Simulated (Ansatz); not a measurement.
```yaml
crystal:
  periodic: [false, false, false]
  atoms:
    - {symbol: C, position_ang: [-1.329948, 0.248848, 0.088596]}
    - {symbol: Al, position_ang: [-0.072773, -0.106275, -0.342076]}
    - {symbol: C, position_ang: [0.489375, -1.055380, 0.069304]}
    - {symbol: F, position_ang: [0.185725, 0.297354, -1.201996]}
    - {symbol: Se, position_ang: [0.953923, 1.039965, 0.493959]}
    - {symbol: H, position_ang: [-1.392548, 0.187814, 0.741146]}
    - {symbol: H, position_ang: [-1.518608, 0.827220, -0.078300]}
    - {symbol: H, position_ang: [-1.864980, -0.209927, -0.170600]}
    - {symbol: H, position_ang: [1.307613, -1.061186, -0.128352]}
    - {symbol: H, position_ang: [0.214558, -1.859333, -0.189140]}
    - {symbol: H, position_ang: [0.464449, -1.125765, 0.721892]}
    - {symbol: H, position_ang: [1.761344, 0.907031, -0.034842]}
    - {symbol: H, position_ang: [0.602664, 1.682822, -0.027915]}
basis:
  gaussian: {orbitals: aug-cc-pVTZ}
hamiltonian: {xc: {name: B97}}
```

```sh
$ ansatz run in.yaml --threads 4 --pin off --events-out ev --progress --plain --max-ram 11315MiB
```

Shortened log:

```
Functional definition: B97
1941 factors; their error is unknown
mean field evaluation 1: about -76705.1910 eV, gradient 1.7e2 eV
mean field evaluation 2: about -76413.2631 eV, gradient 3.4e2 eV
mean field evaluation 4: about -76752.4113 eV, gradient 2.1e1 eV
mean field evaluation 8: about -76753.2969 eV, gradient 4.5e-1 eV
mean field evaluation 16: about -76753.5320 eV, gradient 2.3e-4 eV
mean field -76753.53201644 eV, -2820.6402761917 hartree, gradient 7.2e-5 eV, S^2 0.000000; 0 other end points of the search recorded, 0 dependent functions left out
reference -76753.53206362 eV, -2820.6402779253 hartree; 38, 38 occupied and 393, 393 virtual orbitals, 1941 factors
Total energy: -76753.53206362 eV, -2820.6402779253 hartree
```

(1) Something in this input is off. What?

## Answers

(1) The geometry is squeezed to about two thirds of its size. Self-consistency was reached. The result belongs to that input, not to the molecule as meant.
